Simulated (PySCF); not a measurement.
**Ionisation energy of Ho by level of theory**

Ho [Xe] 4f11 6s2 [4f5/2^6 4f7/2^5, M_J = 15/2] → Ho⁺ [Xe] 4f11 6s1 [4f5/2^6 4f7/2^5 6s1/2^1, M_J = 8], as a difference of total energies. Calculation: PySCF 2.14, in x2c-SVPall-2c; the two-component X2C-1e Hamiltonian. Correlated levels: [Ar] 3d10 frozen; the 16 highest virtual spinors dropped. "Screened" scales the spin-orbit matrix elements by Boettger's factors to mimic the two-electron term; Breit and QED terms are absent.

| method | ionisation energy (eV) | error (eV) |
| --- | --- | --- |
| GHF (spin-free) | 4.903 | -1.118 |
| GMP2 (spin-free) | 5.767 | -0.254 |
| GHF (screened spin-orbit) | 4.905 | -1.116 |
| GMP2 (screened spin-orbit) | 5.770 | -0.251 |

Reference: 6.021 eV (measured; NIST Atomic Spectra Database, ionization energies).

The spin-free rows relax to the high-spin LS determinant and lack the spin-orbit shift.

Errors of the correlated levels include the incompleteness of this basis and the frozen core.

The labels give the starting determinants; with spin-orbit coupling the two ends relaxed to ⟨J²⟩ = 63.76, ⟨L²⟩ = 42.40, ⟨S²⟩ = 3.78 and ⟨J²⟩ = 72.01, ⟨L²⟩ = 42.38, ⟨S²⟩ = 6.01.

MP2 underrates the near-degeneracy of ns² with np² in the lower species.
